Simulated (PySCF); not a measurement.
C4H11NSi2, SMILES [SiH2]([SiH2]C(C)C)C#N, singlet (GFN2-xTB optimised geometry):

```
18

C      1.815    -0.680     1.348
C      1.250    -1.120     0.000
C      1.802    -0.236    -1.116
Si    -0.664    -1.120     0.000
Si    -1.530     1.031     0.000
C     -0.533     2.145     1.122
N      0.096     2.804     1.819
H      1.530     0.346     1.574
H      2.903    -0.730     1.341
H      1.452    -1.320     2.150
H      1.590    -2.145    -0.186
H      1.416    -0.544    -2.087
H      1.529     0.806    -0.951
H      2.889    -0.295    -1.150
H     -1.128    -1.907     1.152
H     -1.116    -1.828    -1.209
H     -2.889     1.167     0.536
H     -1.480     1.746    -1.283
```

Computed with PBE/def2-SVP in PySCF 2.14.0.

**Question.** What are the frontier orbital energies and the dipole moment?

**Answer.** HOMO-2 -8.12 eV, HOMO-1 -7.64 eV, HOMO -7.10 eV, LUMO -1.49 eV, LUMO+1 -1.32 eV; dipole moment 3.32 D.

Meta-Löwdin charges at PBE/def2-SVP: C1 -0.31, C2 -0.24, C3 -0.30, Si4 0.34, Si5 0.32, C6 -0.12, N7 -0.16, H8 0.11, H9 0.10, H10 0.10, H11 0.10, H12 0.10, H13 0.10, H14 0.10, H15 -0.07, H16 -0.07, H17 -0.05, H18 -0.05.
